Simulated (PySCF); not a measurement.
# Electron correlation in S⁺ (sulfur, charge +1)

[Ne] 3s2 3p3, high-spin 4S determinant. Calculation: PySCF 2.14, in an uncontracted even-tempered set (20 s from 0.028 bohr⁻², ratio 2.5; 14 p from 0.036 bohr⁻², ratio 2.5; 6 d from 0.67 bohr⁻², ratio 2.7; 5 f from 1 bohr⁻², ratio 2.7); no relativity, point nucleus. Frozen: 1s2; 13 electrons correlated; the 22 highest virtual orbitals of each spin left out.

```json
{"level": "CCSD", "correlation energy (mhartree)": "-417.75"}
{"level": "(T)", "correlation energy (mhartree)": "-5.26"}
{"level": "CCSD(T)", "correlation energy (mhartree)": "-423.01"}
```

Diagnostics: T1 = 0.0058, D1 = 0.0187, largest double amplitude 0.052.

Cost of the coupled-cluster step: 110 s of wall time on 2 threads of Neoverse-N1 (shared host), for 13 correlated electrons.
